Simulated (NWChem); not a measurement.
Program: NWChem. System: H5InO3, charge 0, spin multiplicity 1, at a geometry optimised with PBE/def2-SVP with def2 effective core potentials on In. The structure started from a generated list of species. Level: RHF/def2-TZVP with def2 effective core potentials on In.

Output (cleaned and shortened):

```
             Northwest Computational Chemistry Package (NWChem) 7.3.0
             --------------------------------------------------------

                                NWChem Input Module
                                -------------------

 Scaling coordinates for geometry "geometry" by  1.889725989
 (inverse scale =  0.529177249)

 Turning off AUTOSYM since
 SYMMETRY directive was detected!

                             Geometry "geometry" -> ""
                             -------------------------

 Output coordinates in angstroms (scale by  1.889725989 to convert to a.u.)

  No.       Tag          Charge          X              Y              Z
 ---- ---------------- ---------- -------------- -------------- --------------
    1 In                  49.0000     0.44880700    -0.18226500     0.00000000
    2 H                    1.0000     1.66187700    -1.40056600     0.00000000
    3 O                    8.0000    -0.31550300     0.89605000     1.57710200
    4 H                    1.0000     0.07851800     0.65528800     2.43586200
    5 O                    8.0000    -0.31550300     0.89605000    -1.57710200
    6 H                    1.0000     0.07851800     0.65528800    -2.43586200
    7 O                    8.0000    -1.87833800    -0.65613300     0.00000000
    8 H                    1.0000    -1.86784200    -0.03338200    -0.77808800
    9 H                    1.0000    -1.86784200    -0.03338200     0.77808800

 Effective nuclear repulsion energy (a.u.)     415.1472203387

            Nuclear Dipole moment (a.u.)
            ----------------------------
        X                 Y               Z
 ---------------- ---------------- ----------------
     0.0000377945    -0.0000056692     0.0000000000

      Symmetry information
      --------------------

 Group name             Cs
 Group number              2
 Group order               2
 No. of unique centers     6

      Symmetry unique atoms

     1    2    3    4    7    8


 Summary of "ao basis" -> "" (spherical)
 ------------------------------------------------------------------------------
       Tag                 Description            Shells   Functions and Types
 ---------------- ------------------------------  ------  ---------------------
 *                         def2-tzvp                  on all atoms

 Summary of "ao basis" -> "ao basis" (spherical)
 ------------------------------------------------------------------------------
       Tag                 Description            Shells   Functions and Types
 ---------------- ------------------------------  ------  ---------------------
 In                        def2-tzvp                16       50   6s5p3d2f
 H                         def2-tzvp                 4        6   3s1p
 O                         def2-tzvp                11       31   5s3p2d1f

                                 NWChem SCF Module
                                 -----------------

  ao basis        = "ao basis"
  functions       =   173
  atoms           =     9
  closed shells   =    25
  open shells     =     0
  charge          =   0.00
  wavefunction    = RHF
  use symmetry    = T
  symmetry adapt  = T

 Summary of "ao basis" -> "ao basis" (spherical)
 ------------------------------------------------------------------------------
       Tag                 Description            Shells   Functions and Types
 ---------------- ------------------------------  ------  ---------------------
 In                        def2-tzvp                16       50   6s5p3d2f
 H                         def2-tzvp                 4        6   3s1p
 O                         def2-tzvp                11       31   5s3p2d1f

      Symmetry analysis of basis
      --------------------------

        a'        102
        a"         71

 Forming initial guess at       0.1s

      Superposition of Atomic Density Guess
      -------------------------------------

 Sum of atomic energies:        -444.91138758

      Non-variational initial energy
      ------------------------------

 Total energy =    -416.600488
 1-e energy   =   -1080.464073
 2-e energy   =     445.948757
 HOMO         =      -0.408241
 LUMO         =      -0.043030

[...]
 ----------------------------------------------

              iter       energy          gnorm     gmax       time
             ----- ------------------- --------- --------- --------
                 1     -416.6780318724  1.70D+00  2.84D-01      5.4
                 2     -416.8216237010  4.01D-01  8.43D-02      7.0
                 3     -416.8361294867  3.65D-02  5.88D-03      9.4
                 4     -416.8362550243  1.23D-03  2.27D-04     12.3
                 5     -416.8362552769  6.10D-07  1.07D-07     18.4
                 6     -416.8362552769  3.04D-09  3.53D-10     22.9

       Final RHF  results
       ------------------

         Total SCF energy =   -416.836255276855
      One-electron energy =  -1084.303110153144
      Two-electron energy =    449.552026234148
 Nuclear repulsion energy =    217.914828642141

        Time for solution =     18.4s

       Symmetry analysis of molecular orbitals - final
       -----------------------------------------------

  Numbering of irreducible representations:

     1 a'          2 a"

  Orbital symmetries:

     1 a'          2 a"          3 a'          4 a'          5 a'
     6 a"          7 a'          8 a'          9 a"         10 a'
    11 a'         12 a"         13 a'         14 a'         15 a"
    16 a"         17 a'         18 a'         19 a"         20 a'
    21 a'         22 a"         23 a'         24 a"         25 a'
    26 a'         27 a"         28 a'         29 a'         30 a'
    31 a'         32 a"         33 a'         34 a"         35 a"

             Final eigenvalues
             -----------------

              1
    1  -20.5924
    2  -20.5224
    3  -20.5224
    4   -5.3948
    5   -3.6569
    6   -3.6503
    7   -3.6489
    8   -1.3729
    9   -1.2690
   10   -1.2684
   11   -1.0436
   12   -1.0416
   13   -1.0390
   14   -1.0368
   15   -1.0298
   16   -0.7279
   17   -0.6555
   18   -0.6115
   19   -0.5907
   20   -0.5620
   21   -0.5203
   22   -0.4725
   23   -0.4662
   24   -0.4591
   25   -0.4446
   26    0.0536
   27    0.0571
   28    0.0811
   29    0.1078
   30    0.1708
   31    0.1844
   32    0.2042
   33    0.2148
   34    0.2296
   35    0.2669

                       ROHF Final Molecular Orbital Analysis
                       -------------------------------------

 Vector   23  Occ=2.000000D+00  E=-4.661543D-01  Symmetry=a'
              MO Center= -4.0D-01,  6.0D-01, -1.8D-15, r^2= 3.7D+00
   Bfn.  Coefficient  Atom+Function         Bfn.  Coefficient  Atom+Function
  ----- ------------  ---------------      ----- ------------  ---------------
    62      0.210011  3 O  px                99      0.210011  5 O  px
    63      0.198782  3 O  py               100      0.198782  5 O  py
    65      0.191356  3 O  px               102      0.191356  5 O  px
    66      0.180886  3 O  py               103      0.180886  5 O  py
    68      0.153419  3 O  px               105      0.153419  5 O  px

 Vector   24  Occ=2.000000D+00  E=-4.590546D-01  Symmetry=a"
              MO Center= -3.2D-01,  8.4D-01,  4.3D-14, r^2= 3.3D+00
   Bfn.  Coefficient  Atom+Function         Bfn.  Coefficient  Atom+Function
  ----- ------------  ---------------      ----- ------------  ---------------
    62      0.254806  3 O  px                99     -0.254806  5 O  px
    65      0.232400  3 O  px               102     -0.232400  5 O  px
    68      0.184985  3 O  px               105     -0.184985  5 O  px
    63      0.167109  3 O  py               100     -0.167109  5 O  py
    66      0.150725  3 O  py               103     -0.150725  5 O  py

 Vector   25  Occ=2.000000D+00  E=-4.446183D-01  Symmetry=a'
              MO Center=  4.8D-01, -7.9D-02, -9.5D-14, r^2= 4.2D+00
   Bfn.  Coefficient  Atom+Function         Bfn.  Coefficient  Atom+Function
  ----- ------------  ---------------      ----- ------------  ---------------
    52      0.223713  2 H  s                 63      0.188912  3 O  py
   100      0.188912  5 O  py                66      0.172648  3 O  py
   103      0.172648  5 O  py

 Vector   26  Occ=0.000000D+00  E= 5.364322D-02  Symmetry=a'
              MO Center=  1.4D+00,  7.1D-02,  3.5D-12, r^2= 9.1D+00
   Bfn.  Coefficient  Atom+Function         Bfn.  Coefficient  Atom+Function
  ----- ------------  ---------------      ----- ------------  ---------------
    19      0.909459  1 In px                20      0.611678  1 In py
    53     -0.294265  2 H  s                  6      0.246559  1 In s
   164      0.223338  8 H  s                170      0.223338  9 H  s
   135     -0.173018  7 O  s                143     -0.166917  7 O  py

 Vector   27  Occ=0.000000D+00  E= 5.712576D-02  Symmetry=a"
              MO Center=  9.0D-01, -6.4D-01, -4.7D-12, r^2= 1.2D+01
   Bfn.  Coefficient  Atom+Function         Bfn.  Coefficient  Atom+Function
  ----- ------------  ---------------      ----- ------------  ---------------
    21      1.450307  1 In pz                18     -0.476165  1 In pz
   164      0.209650  8 H  s                170     -0.209650  9 H  s
    90     -0.193335  4 H  s                127      0.193335  6 H  s

 Vector   28  Occ=0.000000D+00  E= 8.108496D-02  Symmetry=a'
              MO Center=  7.0D-01, -2.7D-01, -7.8D-17, r^2= 1.1D+01
   Bfn.  Coefficient  Atom+Function         Bfn.  Coefficient  Atom+Function
  ----- ------------  ---------------      ----- ------------  ---------------
    19      1.075029  1 In px                20     -0.614799  1 In py
    16     -0.576064  1 In px                 6     -0.547541  1 In s
    17      0.412547  1 In py                 2     -0.337394  1 In s
     1      0.248498  1 In s                  5     -0.246799  1 In s
    53      0.216067  2 H  s                  3      0.205728  1 In s

 center of mass
 --------------
 x =   0.10691957 y =  -0.03298634 z =  -0.00000000

 moments of inertia (a.u.)
 ------------------
         471.124161078729           2.431445237022           0.000000000000
           2.431445237022         659.929101242227          -0.000000000000
           0.000000000000          -0.000000000000         468.644223414303

  Mulliken analysis of the total density
  --------------------------------------

    Atom       Charge   Shell Charges
 -----------   ------   -------------------------------------------------------
    1 In  21    19.94   0.38 -0.80  1.53  0.88  0.59  0.21 -0.41  6.39  0.49  0.37  0.02  8.97  1.06  0.17  0.08  0.01
    2 H    1     1.06   0.21  0.55  0.30  0.01
    3 O    8     8.88   0.79  1.18  0.56  0.95  0.37  1.82  2.05  1.14  0.00  0.01  0.00
    4 H    1     0.68   0.24  0.34  0.04  0.05
    5 O    8     8.88   0.79  1.18  0.56  0.95  0.37  1.82  2.05  1.14  0.00  0.01  0.00
    6 H    1     0.68   0.24  0.34  0.04  0.05
    7 O    8     8.71   0.79  1.18  0.56  0.97  0.31  1.84  2.10  0.93  0.00  0.02  0.00
    8 H    1     0.59   0.22  0.30  0.03  0.05
    9 H    1     0.59   0.22  0.30  0.03  0.05

       Multipole analysis of the density wrt the origin
       ------------------------------------------------

     L   x y z        total         open         nuclear
     -   - - -        -----         ----         -------
     0   0 0 0      0.000000      0.000000     50.000000

     1   1 0 0      0.937007      0.000000    -23.747385
     1   0 1 0     -0.794674      0.000000      9.644060
     1   0 0 1      0.000000      0.000000      0.000000

     2   2 0 0    -30.977613      0.000000    156.411611
     2   1 1 0      0.667139      0.000000      5.422358
     2   1 0 1      0.000000      0.000000      0.000000
     2   0 2 0    -36.138642      0.000000     70.745725
     2   0 1 1     -0.000000      0.000000     -0.000000
     2   0 0 2    -27.439833      0.000000    188.815386

 Task  times  cpu:       22.9s     wall:       22.9s

 Total times  cpu:       23.0s     wall:       23.0s
```

**Question.** Write an NWChem input that would produce this output.

**Answer.** One answer among several that fit: 
```
start mol
memory heap 200 mb stack 800 mb global 1000 mb
geometry units angstroms nocenter noautoz
  In     0.448807    -0.182265     0.000000
  H      1.661877    -1.400566     0.000000
  O     -0.315503     0.896050     1.577102
  H      0.078518     0.655288     2.435862
  O     -0.315503     0.896050    -1.577102
  H      0.078518     0.655288    -2.435862
  O     -1.878338    -0.656133     0.000000
  H     -1.867842    -0.033382    -0.778088
  H     -1.867842    -0.033382     0.778088
  symmetry group Cs
end
basis spherical
  * library def2-tzvp
end
ecp
  In library def2-ecp
end
scf
  rhf
  nopen 0
  maxiter 100
  thresh 1e-7
  semidirect memsize 60000000 filesize 0
end
task scf energy
```
